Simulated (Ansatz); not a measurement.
H4NOPSi, SMILES `N1[SiH2]OP1` from Hartree–Fock to CCSD(T)

Cartesian coordinates in Å:
```
N -0.2991 -0.3347 0.9312
Si 0.8617 0.3606 -0.1519
O -0.3793 0.5358 -1.2567
P -1.5514 -0.1087 -0.2448
H -0.4700 -0.1119 1.8973
H 1.9230 -0.5496 -0.6494
H 1.4812 1.6340 0.2944
H -1.5662 -1.4255 -0.8202
```

The species carries charge 0 and has multiplicity 1. Geometry: relaxed with PBE0-D4/def2-TZVP. Frozen core, restricted reference, Ansatz. CBS rows extrapolate triple and quadruple zeta; past MP2 they add the triple-zeta difference.

| basis | HF (Eh) | MP2 corr. |
| --- | --- | --- |
| def2-SVP | -761.05607 | -0.55239 |
| def2-TZVPP | -761.46320 | -0.70402 |
| def2-QZVPP | -761.48960 | -0.75982 |

Estimate the CCSD correlation energy and the (T) correction in each basis where they were run (hartree).


```csv
basis,CCSD corr.,(T)
def2-SVP,-0.59088,-0.01659
def2-TZVPP,-0.73596,-0.03029
CBS(def2),-0.83310,as TZ
```
